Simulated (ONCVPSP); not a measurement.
## W: excitation energies, all-electron against ONCV

ONCVPSP 4.0.1 input, shortened (lines: element, Z, core and valence counts, functional; n l f; lmax; l rc ep ncon nbas qcut; lloc lpopt rc5 dvloc0; l nproj debl; icmod fcfact rcfact), LDA (Perdew-Wang 92), scalar-relativistic:

```
  W 74.00    9    5  -001012      upf
    1    0    2.00
    2    0    2.00
    2    1    6.00
    3    0    2.00
    3    1    6.00
    3    2   10.00
    4    0    2.00
    4    1    6.00
    4    2   10.00
    4    3   14.00
    5    0    2.00
    5    1    6.00
    5    2    4.00
    6    0    1.00
    3
    0    1.75    0.00    4    7    5.70
    1    1.80    0.00    3    7    7.20
    2    2.45    0.00    3    8    5.40
    3    0.95    0.00    4    9   21.50
    4    5    0.60    3.00
    0    2    0.30
    1    2    0.90
    2    2    1.30
    3    3    3.40
    0    0.00    0.00
```

In the p channel the program set the typed energies aside and used -1.873, 0.250 Ha.

Energies are relative to the spin-unpolarised reference configuration 4f14 5s2 5p6 5d4 6s1; without spin polarisation the order of configurations can differ from experiment.

| valence configuration | charge | ΔE all-electron (eV) | error AE − PS (meV) |
| --- | --- | --- | --- |
| 4f14 5s2 5p6 5d4 6s2 | 0 | -9.125 | +2.4 |
| 4f14 5s2 5p6 5d3 6s0 | +3 | 41.724 | +2.3 |
| 4f14 5s2 5p6 5d4 6s1 6p1 | 0 | -4.554 | +2.1 |

Q: What are ΔE and the potential's error for 4f14 5s2 5p6 5d4 6s0?

A: ΔE = 16.018 eV all-electron; the error (AE − PS) is -6.9 meV.

Levels in the configuration 4f14 5s2 5p6 5d4 6s2:

| level | all-electron (eV) | pseudo (eV) |
| --- | --- | --- |
| 4f | -33.461 | -33.368 |
| 5s | -79.298 | -79.261 |
| 5p | -43.386 | -43.372 |
| 5d | -4.679 | -4.679 |
| 6s | -5.903 | -5.902 |

Note: ghosts flagged at negative energy: s at -683.3 eV, p at -247.0 eV, d at -34.8 eV; no localised positive-energy state flagged. A true bound ghost makes a file unfit for plane-wave use.
